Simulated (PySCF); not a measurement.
Frontier levels across methods

C₆H₅F.
Geometry (PBE0-D3(BJ)/def2-SVP, Å), atoms numbered from 1 in this order:
```xyz
12
C6H5F angstrom
C      2.7534    0.6758    0.4335
C      2.0363   -0.4587    0.3841
C      0.6303   -0.5150    0.2089
C     -0.5783   -0.5764    0.0580
C     -1.9778   -0.6705   -0.1149
C     -2.7968    0.3792   -0.2712
F     -2.3655    1.6271   -0.2786
H      3.8366    0.6461    0.5711
H      2.2770    1.6545    0.3376
H      2.5487   -1.4236    0.4839
H     -2.4421   -1.6615   -0.1247
H     -3.8788    0.2951   -0.4047
```

Basis pcSseg-1 throughout (PySCF), one geometry. Isolated species at its PBE0-D3(BJ)/def2-SVP geometry, gas phase.

Problem. How do the orbital energies, the gap and the dipole change with the method?

Solution. 
```json
{"method": "BLYP", "kind": "GGA", "HOMO (eV)": "-5.33", "LUMO (eV)": "-2.16", "gap (eV)": "3.17", "μ (D)": "0.98", "SCF cycles": "17"}
{"method": "KT3", "kind": "GGA", "HOMO (eV)": "-5.48", "LUMO (eV)": "-2.26", "gap (eV)": "3.22", "μ (D)": "0.94", "SCF cycles": "16"}
{"method": "KT2", "kind": "GGA", "HOMO (eV)": "-5.50", "LUMO (eV)": "-2.30", "gap (eV)": "3.20", "μ (D)": "0.94", "SCF cycles": "17"}
{"method": "B97-2", "kind": "global hybrid", "HOMO (eV)": "-6.25", "LUMO (eV)": "-1.53", "gap (eV)": "4.72", "μ (D)": "1.01", "SCF cycles": "14"}
{"method": "PBE0", "kind": "global hybrid", "HOMO (eV)": "-6.48", "LUMO (eV)": "-1.49", "gap (eV)": "4.99", "μ (D)": "1.01", "SCF cycles": "14"}
{"method": "BHandHLYP", "kind": "global hybrid", "HOMO (eV)": "-7.30", "LUMO (eV)": "-0.46", "gap (eV)": "6.84", "μ (D)": "1.08", "SCF cycles": "14"}
{"method": "HF", "kind": "Hartree–Fock", "HOMO (eV)": "-8.50", "LUMO (eV)": "2.18", "gap (eV)": "10.68", "μ (D)": "1.13", "SCF cycles": "13"}
```

The HOMO spans 3.17 eV, from BLYP down to HF, and the gap runs from 3.17 eV (BLYP) to 10.68 eV (HF). Over the methods BLYP (0 %), KT3 (0 %), KT2 (0 %), B97-2 (21 %), PBE0 (25 %), BHandHLYP (50 %), HF (100 %), a straight line through the gap against the share of exact exchange rises by 0.75 eV for each 10 % (correlation coefficient 1.000). The dipole ranges from 0.94 D (KT3) to 1.13 D (HF). This basis has no diffuse functions.
